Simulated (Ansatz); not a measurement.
A nudged elastic band was laid between two geometries of AlBrH4 (6 atoms, charge 0, multiplicity 1).

These are results of RKS B3LYP/def2-SVP in Ansatz, not measurements.

```
movable images  : 5
climbing image  : yes
spring          : 5.0 eV/Å²
optimiser       : quadratic models (default)
start path      : through a guess of the saddle point
force threshold : 0.05 eV/Å
iteration limit : 60
end points      : relaxed
```

Image 0:

```xyz
6
Properties=species:S:1:pos:R:3
Al 0.000 0.200 -0.005
H -0.006 0.747 1.490
H 1.370 0.133 -0.804
H -1.375 0.054 -0.787
Br 0.084 -2.543 0.970
H 0.082 -2.124 2.339
```

Image 6:

```xyz
6
Properties=species:S:1:pos:R:3
Al 0.022 -0.632 -0.233
H 0.009 0.293 2.016
H 1.393 0.114 -0.445
H -1.391 0.035 -0.427
Br 0.088 -2.884 0.132
H 0.034 -0.457 2.162
```

Q: Which bonds break or form, and what moves?

A: Bonds broken: Al1–H2, Br5–H6. Bonds formed: Al1–Br5, H2–H6. AlBrH4 becomes AlBrH2 + H2.

Q: Give the energies along the band, and the barrier.

A: The run converged. The highest image is number 2 of 0 to 6, 2.6 kcal/mol above the first end and 31.4 kcal/mol above the last; the last end lies 28.7 kcal/mol below the first. A vibrational analysis at the climbing image gives one clearly imaginary mode, 292i cm⁻¹: a first-order saddle point. The orbitals stay closed-shell, which can raise the energy where a bond breaks towards radicals; this wasn't checked here.

| image | path coordinate (Å) | energy (kcal/mol) | Al1–H2 (Å) | Br5–H6 (Å) | Al1–Br5 (Å) |
| --- | --- | --- | --- | --- | --- |
| 0 | 0.00 | 0.0 | 1.59 | 1.43 | 2.91 |
| 1 | 0.63 | 1.3 | 1.60 | 1.44 | 2.92 |
| 2 | 1.25 | 2.6 | 1.63 | 1.52 | 2.82 |
| 3 | 1.68 | -4.6 | 1.76 | 1.83 | 2.58 |
| 4 | 2.12 | -21.1 | 1.99 | 2.22 | 2.37 |
| 5 | 2.55 | -27.7 | 2.22 | 2.68 | 2.30 |
| 6 | 2.98 | -28.7 | 2.43 | 3.16 | 2.28 |

Q: What is the geometry of the highest image?

A: 
```xyz
6
Properties=species:S:1:pos:R:3
Al 0.007 -0.015 0.043
H 0.013 0.167 1.667
H 1.404 0.153 -0.670
H -1.407 0.074 -0.652
Br 0.087 -2.635 1.070
H 0.052 -1.276 1.747
```

Q: What are the harmonic wavenumbers there?

A: 292i, 210, 342, 543, 644, 782, 850, 889, 1611, 1888, 1957, 1972 cm⁻¹.

The band took 8 iterations and about 60 core-seconds.

The run took 63 s on 1 thread of Intel(R) Xeon(R) Platinum 8488C (Sapphire Rapids), on a shared host, peak memory 0.16 GiB.
